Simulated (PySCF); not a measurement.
C5H7F, SMILES C=CC(C=C)F.

The structure is a stationary point at B3LYP-D3(BJ)/def2-SVP. The values are those of a single conformer.

The numbers are results of B3LYP-D3(BJ)/def2-SVP run with PySCF, not measurements.

Harmonic, unscaled wavenumbers; measured fundamentals usually lie a few per cent lower.

Q: Estimate the vibrational spectrum. (Estimate from the structure and the level; the computed values follow.)

A: 
```json
[
 {"mode": "1", "ν (cm⁻¹)": "81", "IR (km/mol)": "0.0", "moving atoms (share of kinetic energy)": "C 62 %, H 32 %"},
 {"mode": "2", "ν (cm⁻¹)": "114", "IR (km/mol)": "0.4", "moving atoms (share of kinetic energy)": "C 47 %, H 38 %, F 15 %"},
 {"mode": "3", "ν (cm⁻¹)": "249", "IR (km/mol)": "1.1", "moving atoms (share of kinetic energy)": "C 55 %, H 39 %"},
 {"mode": "4", "ν (cm⁻¹)": "306", "IR (km/mol)": "2.1", "moving atoms (share of kinetic energy)": "C 51 %, H 39 %, F 10 %"},
 {"mode": "5", "ν (cm⁻¹)": "348", "IR (km/mol)": "5.5", "moving atoms (share of kinetic energy)": "F 38 %, H 35 %, C 27 %"},
 {"mode": "6", "ν (cm⁻¹)": "473", "IR (km/mol)": "6.0", "moving atoms (share of kinetic energy)": "C 41 %, H 35 %, F 24 %"},
 {"mode": "7", "ν (cm⁻¹)": "496", "IR (km/mol)": "3.3", "moving atoms (share of kinetic energy)": "C 59 %, H 35 %"},
 {"mode": "8", "ν (cm⁻¹)": "673", "IR (km/mol)": "5.8", "moving atoms (share of kinetic energy)": "H 43 %, C 41 %, F 16 %"},
 {"mode": "9", "ν (cm⁻¹)": "707", "IR (km/mol)": "3.7", "moving atoms (share of kinetic energy)": "H 48 %, C 48 %"},
 {"mode": "10", "ν (cm⁻¹)": "896", "IR (km/mol)": "6.9", "moving atoms (share of kinetic energy)": "H 52 %, C 46 %"},
 {"mode": "11", "ν (cm⁻¹)": "962", "IR (km/mol)": "24.9", "moving atoms (share of kinetic energy)": "H 73 %, C 27 %"},
 {"mode": "12", "ν (cm⁻¹)": "963", "IR (km/mol)": "44.6", "moving atoms (share of kinetic energy)": "H 74 %, C 26 %"},
 {"mode": "13", "ν (cm⁻¹)": "979", "IR (km/mol)": "11.1", "moving atoms (share of kinetic energy)": "H 61 %, C 38 %"},
 {"mode": "14", "ν (cm⁻¹)": "1023", "IR (km/mol)": "52.6", "moving atoms (share of kinetic energy)": "H 73 %, C 20 %"},
 {"mode": "15", "ν (cm⁻¹)": "1028", "IR (km/mol)": "4.3", "moving atoms (share of kinetic energy)": "H 86 %, C 13 %"},
 {"mode": "16", "ν (cm⁻¹)": "1046", "IR (km/mol)": "23.9", "moving atoms (share of kinetic energy)": "H 50 %, C 41 %, F 10 %"},
 {"mode": "17", "ν (cm⁻¹)": "1087", "IR (km/mol)": "53.8", "moving atoms (share of kinetic energy)": "C 49 %, H 40 %, F 11 %"},
 {"mode": "18", "ν (cm⁻¹)": "1192", "IR (km/mol)": "5.2", "moving atoms (share of kinetic energy)": "C 52 %, H 48 %"},
 {"mode": "19", "ν (cm⁻¹)": "1288", "IR (km/mol)": "3.7", "moving atoms (share of kinetic energy)": "H 75 %, C 25 %"},
 {"mode": "20", "ν (cm⁻¹)": "1294", "IR (km/mol)": "1.0", "moving atoms (share of kinetic energy)": "H 76 %, C 24 %"},
 {"mode": "21", "ν (cm⁻¹)": "1318", "IR (km/mol)": "22.1", "moving atoms (share of kinetic energy)": "H 70 %, C 29 %"},
 {"mode": "22", "ν (cm⁻¹)": "1337", "IR (km/mol)": "6.3", "moving atoms (share of kinetic energy)": "H 74 %, C 25 %"},
 {"mode": "23", "ν (cm⁻¹)": "1425", "IR (km/mol)": "13.8", "moving atoms (share of kinetic energy)": "H 83 %, C 17 %"},
 {"mode": "24", "ν (cm⁻¹)": "1442", "IR (km/mol)": "14.2", "moving atoms (share of kinetic energy)": "H 79 %, C 21 %"},
 {"mode": "25", "ν (cm⁻¹)": "1722", "IR (km/mol)": "3.4", "moving atoms (share of kinetic energy)": "C 88 %, H 12 %"},
 {"mode": "26", "ν (cm⁻¹)": "1729", "IR (km/mol)": "0.2", "moving atoms (share of kinetic energy)": "C 88 %, H 12 %"},
 {"mode": "27", "ν (cm⁻¹)": "3015", "IR (km/mol)": "24.2", "moving atoms (share of kinetic energy)": "H 92 %"},
 {"mode": "28", "ν (cm⁻¹)": "3133", "IR (km/mol)": "6.1", "moving atoms (share of kinetic energy)": "H 95 %"},
 {"mode": "29", "ν (cm⁻¹)": "3140", "IR (km/mol)": "4.8", "moving atoms (share of kinetic energy)": "H 95 %"},
 {"mode": "30", "ν (cm⁻¹)": "3156", "IR (km/mol)": "5.1", "moving atoms (share of kinetic energy)": "H 91 %, C 9 %"},
 {"mode": "31", "ν (cm⁻¹)": "3160", "IR (km/mol)": "2.8", "moving atoms (share of kinetic energy)": "H 91 %, C 9 %"},
 {"mode": "32", "ν (cm⁻¹)": "3231", "IR (km/mol)": "7.2", "moving atoms (share of kinetic energy)": "H 89 %, C 11 %"},
 {"mode": "33", "ν (cm⁻¹)": "3237", "IR (km/mol)": "6.0", "moving atoms (share of kinetic energy)": "H 89 %, C 11 %"}
]
```
